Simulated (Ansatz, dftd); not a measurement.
Species: H5Si2O, charge 0, doublet. H5Si2O (SMILES [SiH2][SiH2]O, doublet).
B3LYP-D3(BJ)/def2-TZVP minimum from Ansatz (a program for electronic structure):
```
Si
O 1 1.6568
H 2 0.9601 1 118.40
H 1 1.4780 2 105.92 3 178.35
H 1 1.4894 4 108.72 2 118.94
Si 1 2.3436 4 109.57 5 120.67
H 6 1.4872 1 113.85 4 -58.73
H 6 1.4886 7 108.96 1 128.19
```
Charge 0, spin multiplicity 2.

Quantity: atomisation energy (electronic, to ground-state atoms), in kcal/mol. Open shells are spin-unrestricted; no spin-orbit coupling. Correlated methods leave the cores frozen. Rows without X2C or -DK are non-relativistic. CBS(X,Y): correlation extrapolated as X^-3, Hartree-Fock from the larger set. A bracket is a step between two methods taken in the basis named. The functionals are non-relativistic, so their misses hold any scalar relativity. 'core' is core correlation in cc-pwCVTZ (1s frozen past Ne), 'X2C' scalar relativity in cc-pVTZ-DK, both at CCSD(T). Where a partner has so few electrons that a lower coupled-cluster level is exact, that level stands in.

Compared with CCSD(T)/CBS(cc-pV(T+d)Z,cc-pV(Q+d)Z) + [CCSDT(Q) - CCSD(T)]/cc-pV(D+d)Z + core + X2C (Ansatz): 579.3 kcal/mol.

Costs are rough ratios of core time, to one figure, on one kind of shared machine, summed over the single points of the molecules; atoms, geometries and frequencies are left out. The first row took roughly 10 core seconds; short runs hold start-up time.

| level | program | cost relative to the first row |
|---|---|---|
| B3LYP/def2-TZVPD | Ansatz | 1 |
| r2SCANh-D4/def2-TZVPD | Ansatz + dftd4 | 1 |
| CCSD(T)/cc-pV(D+d)Z | Ansatz | 2 |
| wB97X-V/def2-TZVPD | Ansatz | 2 |
| wB97M-V/def2-TZVPD | Ansatz | 2 |
| CCSD(T)/cc-pV(T+d)Z | Ansatz | 20 |

**Question.** Which is the cheapest listed level within 2 kcal/mol of that value?

**Answer.** wB97X-V/def2-TZVPD.
| level | difference (kcal/mol) |
|---|---|
| B3LYP/def2-TZVPD | -8.8 |
| r2SCANh-D4/def2-TZVPD | -3.0 |
| CCSD(T)/cc-pV(D+d)Z | -55.2 |
| wB97X-V/def2-TZVPD | 1.6 |
| wB97M-V/def2-TZVPD | -3.7 |
| CCSD(T)/cc-pV(T+d)Z | -17.8 |
